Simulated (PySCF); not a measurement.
Bond curve of CsRb

Set-up: Cs def2-SVP with ECP46, Rb def2-SVP with ECP28; scalar-relativistic core potentials (PySCF 2.14). Energies in eV from Cs + Rb in their ground configurations at the same level. State: ¹Σ⁺ (singlet), closed shell.

All columns are TPSSh. A positive dipole means Cs(−)Rb(+).

```csv
R (Å),E (eV),μ (D),Mulliken charge on Cs (basis-dependent),HOMO (eV),LUMO (eV),Mayer bond order,⟨S²⟩
3.898,-0.393,-1.24,0.47,-2.51,-1.16,0.80,0.00
4.080,-0.463,-1.26,0.43,-2.48,-1.18,0.83,0.00
4.261,-0.508,-1.29,0.39,-2.45,-1.20,0.86,0.00
4.397,-0.528,-1.31,0.36,-2.42,-1.21,0.88,0.00
4.533,-0.538,-1.34,0.33,-2.40,-1.23,0.90,0.00
4.669,-0.540,-1.37,0.31,-2.38,-1.25,0.91,0.00
4.850,-0.531,-1.41,0.27,-2.36,-1.28,0.93,0.00
5.077,-0.507,-1.47,0.24,-2.33,-1.32,0.95,0.00
5.349,-0.464,-1.54,0.19,-2.30,-1.37,0.97,0.00
5.712,-0.391,-1.63,0.14,-2.27,-1.44,0.98,0.00
```

A fit through these points gives, at Re = 4.631 Å, μ = -1.36 D and dμ/dR = -0.214 D/Å; the reduced mass is 51.81 u.

Task: How strong is the fundamental in the double-harmonic approximation, I = 42.26·(dμ/dR)²/μred km/mol?

Result: I = 42.26·(-0.214)²/51.81 = 0.0374 km/mol at TPSSh.

Closed-shell solutions of metal pairs were not tested for spin polarisation, which can lower them a little. Spin–orbit coupling is left out.
